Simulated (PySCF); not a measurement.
Computed vibrations of [Sm(H2O)4]3+

[Sm(H2O)4]3+ (singlet in the valence; each metal's 4f electrons, 5 of them, lie in its core potential, out of spins and levels). PySCF 2.14.0, RKS PBE0, Sm lcecp-1-SVP with ECP51, O def2-SVP, H def2-SVP; non-relativistic Hamiltonian with scalar-relativistic core potentials where named; density fitting; no spin-orbit coupling. Central differences of gradients.

```xyz
13

Sm    0.0000    0.0000    0.0000
O     1.3464    1.3519    1.3519
H     1.7149    1.1525    2.2416
H     1.7149    2.2416    1.1525
O    -1.3464   -1.3519    1.3519
H    -1.7149   -1.1525    2.2416
H    -1.7149   -2.2416    1.1525
O     1.3464   -1.3519   -1.3519
H     1.7149   -2.2416   -1.1525
H     1.7149   -1.1525   -2.2416
O    -1.3464    1.3519   -1.3519
H    -1.7149    2.2416   -1.1525
H    -1.7149    1.1525   -2.2416
```

Run from Python with OMP_NUM_THREADS=2. Where DIIS fails, smearing, a level shift and second-order steps follow.
It took 88 s on 2 threads of Intel(R) Xeon(R) Platinum 8488C (Sapphire Rapids), on a shared host.

What are the harmonic wavenumbers and infrared intensities?

Modes are labelled in D2d; negative numbers are unstable modes, those under 60 cm⁻¹ near the noise; a finer grid moves soft modes by up to 10 cm⁻¹.
| cm⁻¹ | km/mol | symmetry |
| --- | --- | --- |
| -136 | – | a2 |
| -51 | – | e |
| -51 | – | e |
| -14 | – | b1 |
| 41 | 6.5 | b2 |
| 52 | 0.0 | a1 |
| 77 | 0.0 | b1 |
| 86 | 5.0 | e |
| 86 | 5.0 | e |
| 376 | 0.0 | a1 |
| 378 | 14.4 | e |
| 378 | 14.4 | e |
| 383 | 11.2 | b2 |
| 582 | 0.0 | a2 |
| 603 | 9.3 | e |
| 603 | 9.3 | e |
| 613 | 0.0 | b1 |
| 638 | 426.6 | e |
| 638 | 426.6 | e |
| 646 | 0.0 | a1 |
| 656 | 924.6 | b2 |
| 1674 | 193.7 | b2 |
| 1674 | 169.8 | e |
| 1674 | 169.8 | e |
| 1680 | 0.0 | a1 |
| 3630 | 594.8 | e |
| 3630 | 594.8 | e |
| 3630 | 677.7 | b2 |
| 3648 | 0.0 | a1 |
| 3670 | 0.0 | a2 |
| 3673 | 0.0 | b1 |
| 3673 | 785.9 | e |
| 3673 | 785.9 | e |

Is this a minimum?

No: 3 unstable (and 1 more above −25 cm⁻¹, within the noise); the lowest moves the atoms so:
```
Sm   0.00  0.00  0.00
O    0.00  0.01 -0.01
H    0.29 -0.13 -0.16
H   -0.29  0.16  0.13
O    0.00  0.01  0.01
H    0.29 -0.13  0.16
H   -0.29  0.16 -0.13
O    0.00 -0.01  0.01
H   -0.29 -0.16 -0.13
H    0.29  0.13  0.16
O    0.00 -0.01 -0.01
H   -0.29 -0.16  0.13
H    0.29  0.13 -0.16
```

An lcecp potential fixes the number of 4f electrons, so in runs with it no electron can move into or out of that shell.
